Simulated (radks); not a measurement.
Problem. Radial electron density D(r) = 4 pi r^2 rho(r) of an atom or ion with 10 electrons. Calculated with a radial shooting solver on a logarithmic mesh with Libxc functionals: scalar-relativistic Kohn-Sham, LDA (Slater exchange, Perdew-Wang correlation), spin-polarised, spherical densities, finite nucleus; Fermi nuclear charge, rms radius of each element as measured or else 0.836 A^(1/3) + 0.57 fm.

r (bohr),D(r) (e/bohr),spin D(r)
0.0007966,2.582,-0.000116
0.0009054,3.198,-0.000126
0.001029,3.953,-0.000129
0.001179,4.939,-0.000117
0.00134,6.076,-0.0000762
0.001523,7.453,0.0000118
0.001731,9.113,0.000180
0.001983,11.24,0.000503
0.002254,13.63,0.00103
0.002562,16.46,0.00190
0.002911,19.77,0.00333
0.003309,23.60,0.00561
0.003791,28.26,0.00951
0.004309,33.23,0.0153
0.004897,38.72,0.0244
0.005566,44.67,0.0384
0.006377,51.34,0.0615
0.007247,57.75,0.0948
0.008237,64.01,0.145
0.009362,69.80,0.219
0.01064,74.73,0.328
0.01219,78.57,0.499
0.01385,80.52,0.730
0.01575,80.60,1.05
0.0179,78.80,1.50
0.0205,75.13,2.14
0.0233,70.66,2.92
0.02649,66.13,3.91
0.0301,62.65,5.11
0.03421,61.22,6.48
0.0392,62.68,8.05
0.04455,66.78,9.51
0.05063,72.55,10.8
0.05755,78.19,11.6
0.06593,81.60,11.9
0.07494,80.30,11.4
0.08517,73.67,10.3
0.0968,62.17,8.53
0.11,47.69,6.49
0.126,31.91,4.33
0.1433,19.22,2.59
0.1628,10.01,1.30
0.1851,4.443,0.547
0.212,1.666,0.305
0.241,0.8415,0.431
0.2739,0.6897,0.591
0.3113,0.5139,0.496
0.3538,0.1651,0.163
0.4053,0.01406,0.0139
0.4606,0.3944,0.394
0.5236,0.8620,0.862
0.595,0.6951,0.695
0.6817,0.07781,0.0778
0.7748,0.2156,0.216
0.8806,1.202,1.20
1.001,1.845,1.85
1.138,1.464,1.46
1.303,0.6380,0.638
1.481,0.1725,0.172
1.684,0.02756,0.0276
1.913,0.002509,0.00251
2.192,0.0001001,0.000100

What is the nuclear charge?

Solution. Z = 63. The innermost maximum, from 1s, lies near gamma/Z bohr with gamma = sqrt(1 - (Z/c)^2) = 0.888, here 0.0141 bohr (found: 0.0149), and its height grows with Z. The density is that of the europium ion Eu53+ in [He] 2s2 2p5 6d1; the configuration itself is not fixed sharply by these data, and Z only to a few units. D(r) has 4 maxima, at r = 0.0149, 0.0681, 0.545, 1.02 bohr, and minima at 0.0345 bohr, inside which lie 2.13 electrons.
